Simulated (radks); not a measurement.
Question: Species: K9+. Configuration: [He] 2s2 2p5 3s1 (not the ground configuration). All-electron calculation, scalar-relativistic Kohn-Sham, LDA (Slater exchange, Perdew-Wang correlation), spin-polarised, spherical densities, finite nucleus; open shells are filled with parallel spins first; Fermi nuclear charge, rms radius 3.4349 fm. Program: a radial shooting solver on a logarithmic mesh with Libxc functionals. Some entries of the table are withheld. Estimate them.

orbital  occ.  eigenvalue (hartree)  <r> (bohr)  <1/r> (bohr^-1)
1s up       1             -138.5487     0.08117            18.68
1s down     1             -138.4126     0.08112            18.69
2s up       1             -21.20555      0.3765            3.919
2s down     1             -21.00839      0.3772            3.908
2p up       3             -18.74467         (1)              (2)
2p down     2             -18.52140         (3)              (4)
3s up       1              -7.24906      0.9996            1.435
3s down     0              -7.03628       1.005            1.430

Answer: 
(1) 2p up <r> (bohr): 0.3350
(2) 2p up <1/r> (bohr^-1): 3.838
(3) 2p down <r> (bohr): 0.3360
(4) 2p down <1/r> (bohr^-1): 3.828
